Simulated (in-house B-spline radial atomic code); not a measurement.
Spin-orbit splittings of orbital energies (j = l + 1/2 less j = l - 1/2) and ratios of mean radii (lower j over upper j) along the 8-electron series, configuration [He] 2s2 2p4. Computed with a B-spline radial code for spherical atoms: Dirac-Hartree-Fock, average of the configuration, finite nuclei.

| ion | Z | splitting of 2p (eV) | radius ratio of 2p |
| --- | --- | --- | --- |
| Cs47+ | 55 | 379.91 | 0.94422 |
| Ba48+ | 56 | 411.37 | 0.94202 |
| La49+ | 57 | 444.86 | 0.93978 |
| Ce50+ | 58 | ? | ? |
| Pr51+ | 59 | ? | ? |
| Nd52+ | 60 | 558.48 | 0.93274 |
| Pm53+ | 61 | 601.09 | 0.93029 |
| Sm54+ | 62 | 646.27 | 0.92779 |
| Eu55+ | 63 | 694.12 | 0.92523 |
| Gd56+ | 64 | 744.79 | 0.92262 |
| Tb57+ | 65 | 798.39 | 0.91995 |
| Dy58+ | 66 | 855.06 | 0.91723 |
| Ho59+ | 67 | 914.95 | 0.91445 |
| Er60+ | 68 | ? | ? |
| Tm61+ | 69 | 1044.97 | 0.90872 |
| Yb62+ | 70 | 1115.41 | 0.90576 |
| Lu63+ | 71 | 1189.69 | 0.90274 |
| Hf64+ | 72 | 1268 | 0.89966 |
| Ta65+ | 73 | 1350.5 | 0.89652 |
| W66+ | 74 | 1437.39 | 0.89331 |

(1) Fill in the row of Ce50+.

(2) Fill in the row of Pr51+.

(3) Fill in the row of Er60+.

(4) With what power of Z does the column «splitting of 2p (eV)» change over this range?

Answers

(1) splitting of 2p (eV): 480.47; radius ratio of 2p: 0.93748.

(2) splitting of 2p (eV): 518.31; radius ratio of 2p: 0.93514.

(3) splitting of 2p (eV): 978.2; radius ratio of 2p: 0.91161.

(4) A fit of the logarithm of its size against log Z from Z = 55 to 74 has slope 4.48. An unscreened hydrogenic electron would give 4 at low Z; screening makes the apparent power larger near the neutral end, and relativity raises it again at high Z.
